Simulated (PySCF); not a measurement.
OSc, SMILES [O]=[Sc] (connectivity only; charge and spin as stated), neutral, multiplicity 2. The structure is a stationary point at PBE-D3(BJ)/def2-TZVPD.

All values below come from PBE-D3(BJ)/def2-TZVPD (PySCF).

Harmonic wavenumbers (cm⁻¹): 976. Rotational constants (GHz): 15.42 (linear); symmetry number 1.

Problem. Work out the zero-point energy and the ideal-gas rigid-rotor harmonic-oscillator thermochemistry at 298.15 K and 1 atm.

Solution. ZPE = ½ Σ hcν = ½ × 976 cm⁻¹ = 1.40 kcal/mol. H − E(el) = 3.49 kcal/mol. Entropy in cal/(mol K): translation 38.24, rotation 13.91, vibration 0.10, spin 1.38, total 53.63. G − E(el) = -12.50 kcal/mol. Cp = 7.36 cal/(mol K).
